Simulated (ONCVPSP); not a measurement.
## sulfur (S): excitation energies, all-electron against ONCV

S, optimised norm-conserving Vanderbilt (ONCV), made with ONCVPSP 4.0.1 (PBE, scalar-relativistic). Core [Ne], reference 3s1.5 3p4.5. Waves: 3s: rc 1.15 bohr, ncon 4, nbas 8, qcut 7 1/bohr, 2 projectors, debl 0.6 Ha; 3p: rc 1.20 bohr, ncon 3, nbas 7, qcut 6.1 1/bohr, 2 projectors, debl 3 Ha. Local part: polynomial inside 1.15 bohr (lpopt 5, dvloc0 6 Ha). Core correction: Teter function, fcfact 1.5, rcfact 1.5.

In the s channel the program set the typed energies aside and used -0.647, 0.250 Ha.

Energies are relative to the spin-unpolarised reference configuration 3s1.5 3p4.5; without spin polarisation the order of configurations can differ from experiment.

```
valence configuration  charge  ΔE all-electron (eV)  error AE − PS (meV)
              3s2 3p4       0                -5.140                 -1.0
              3s2 3p3      +1                 6.629                 -2.1
              3s2 3p2      +2                28.913                 +1.4
              3s2 3p1      +3                62.954                  +17
```

Note: ghosts flagged at negative energy: s at -170.7 eV, p at -69759.3 eV; GHOST(+) flags only above 600 eV. A true bound ghost makes a file unfit for plane-wave use.
